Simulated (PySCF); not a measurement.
A PySCF script (with the pyscf-properties extension) for the NMR shieldings of `FC1([SiH]2CCCC2)CC1`, C7H13FSi, on a GFN2-xTB geometry:

```python
import basis_set_exchange as bse
import numpy as np
from pyscf import gto, dft
from pyscf.prop import nmr

atoms = """
F     1.924843   -1.641615    1.645810
C     1.629476   -0.596465    0.787169
Si   -0.130881    0.062808    1.059094
C    -1.477420   -1.130793    0.434301
C    -2.412276   -0.231545   -0.378240
C    -1.554962    0.760194   -1.159200
C    -0.595882    1.439865   -0.176745
C     2.289502   -0.690826   -0.555966
C     2.801140    0.280113    0.462571
H    -0.258542    0.458070    2.467277
H    -2.021383   -1.644361    1.223560
H    -1.054847   -1.901416   -0.212062
H    -3.046258   -0.815079   -1.048254
H    -3.062065    0.321683    0.302777
H    -0.980795    0.215357   -1.912112
H    -2.176635    1.491436   -1.679659
H    -1.119428    2.242989    0.340846
H     0.239527    1.897683   -0.702912
H     2.885158   -1.568305   -0.757013
H     1.751065   -0.315875   -1.412516
H     2.622756    1.334582    0.322427
H     3.737498    0.050885    0.947999
"""
names = dict.fromkeys(["F", "C", "Si", "H"], "pcSseg-1")
basis = {el: gto.basis.parse(bse.get_basis(n, elements=[el], fmt="nwchem")) for el, n in names.items()}
mol = gto.M(atom=atoms, basis=basis, charge=0, verbose=0)
mf = dft.RKS(mol, xc="PBE0")
mf.grids.level = 2
mf.grids.alignment = dft.numint.BLKSIZE   # the property module wants whole blocks of grid points
mf.conv_tol = 1e-9
mf.kernel()

calc = nmr.RKS(mf)   # GIAO
C = mf.mo_coeff
Co = C[:, mf.mo_occ > 0]
resp = mf.gen_response(singlet=True, hermi=2)
def vind(x):   # induced exchange potential for any number of trial vectors
    d = np.einsum("pi,xij,qj->xpq", C, 2 * x.reshape(-1, C.shape[1], Co.shape[1]), Co, optimize=True)
    return np.einsum("xpq,pi,qj->xij", resp(d - d.transpose(0, 2, 1)), C, Co, optimize=True).ravel()
mo1, _ = nmr.rhf.solve_mo1(calc, with_cphf=vind)
sigma = calc.kernel(mo1)
for i, s in enumerate(sigma):   # ppm
    print("%2d %-2s %9.2f" % (i, mol.atom_pure_symbol(i), np.trace(s) / 3))
```

Question: Give the expected output.

Answer: 
```
 0 F     408.65
 1 C     113.93
 2 Si    352.93
 3 C     173.76
 4 C     155.20
 5 C     154.96
 6 C     175.94
 7 C     176.56
 8 C     174.87
 9 H      26.89
10 H      30.44
11 H      30.79
12 H      29.55
13 H      30.61
14 H      30.67
15 H      29.64
16 H      31.13
17 H      31.42
18 H      30.68
19 H      31.46
20 H      31.26
21 H      30.66
```

These numbers come from an equivalent density-fitted implementation of the same equations, which agrees with the script to about 0.01 ppm for H and up to a few tenths of a ppm for heavy atoms, so last digits may differ.

Question: Turn these shieldings into chemical shifts. Chemical shifts δ = σref − σ; ¹⁹F (σ = 170.95 ppm) vs CFCl3; TMS for ¹³C (σ = 186.93 ppm), ²⁹Si (σ = 349.16 ppm), ¹H (σ = 31.72 ppm), all at this level.

Answer: Averaging equivalent atoms: F 0: -237.7; C 1: 73.0; C 4/5: 31.8; C 3/6: 12.1; C 7/8: 11.2; Si 2: -3.8; H 9: 4.82; H 12/14: 1.61; H 13/15: 1.59; H 18/21: 1.04; H 10/16: 0.93; H 11/17: 0.61; H 19/20: 0.36 ppm. Unscaled 19F shifts against computed CFCl3 carry errors that often reach 10 to 50 ppm.

Size and cost of the density-fitted run: 225 basis functions, 48 s wall time on 1 thread of an Arm Neoverse V2, shared host.
